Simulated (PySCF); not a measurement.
C$_{4}$H$_{8}$O (SMILES CCC(C)=O), singlet, geometry from GFN2-xTB. Base run: R2SCAN/3-21G (PySCF).

Here is a job for PySCF.
```python
from pyscf import gto, scf, dft

mol = gto.M(
    atom='''
C     1.78448905    0.55139951   -0.27580427
C     0.84323602   -0.28027089    0.59942922
C    -0.53704454   -0.30196726   -0.02611863
C    -1.43870416    0.82989416    0.39522636
O    -0.87634296   -1.15105377   -0.80958542
H     2.78965850    0.53729004    0.13842081
H     1.45031079    1.58496763   -0.33377587
H     1.81814479    0.14217677   -1.28261326
H     1.21987298   -1.30267625    0.65448158
H     0.79796690    0.14413006    1.60286304
H    -0.90562319    1.77636090    0.35650951
H    -1.75206771    0.66092796    1.42437461
H    -2.31937746    0.87091983   -0.23997308
''',
    basis='3-21g',
    verbose=4,
)

mf = dft.RKS(mol)
mf.xc = 'r2scan'
mf.kernel()
```

The base run was repeated with changes; each row names its change, and settings that it needs were set with it.

| change | ΔE vs base (µEh) | grid points | electrons on the grid |
|---|---|---|---|
| base | 0.0 | 149024 | 40.00005 |
| grids.level = 4 | 82.4 | 268360 | 40.00000 |
| grids.level = 2 | 23.4 | 99016 | 40.00006 |
| grids.level = 1 | 754 | 45680 | 39.99998 |
| small_rho_cutoff = 0 | 0.0 | 149024 | 40.00005 |
| grids.radi_method = mura_knowles | 86.7 | 142328 | 40.00005 |
| grids.radi_method = gauss_chebyshev | 77.1 | 145496 | 40.00006 |
| grids.atom_grid = (50, 194) | 19.9 | 85864 | 40.00007 |
| grids.level = 7 | 70.2 | 834056 | 40.00000 |
| grids.prune = dft.gen_grid.treutler_prune | -16.6 | 127928 | 40.00006 |
| grids.level = 5 | 84.0 | 403216 | 40.00000 |
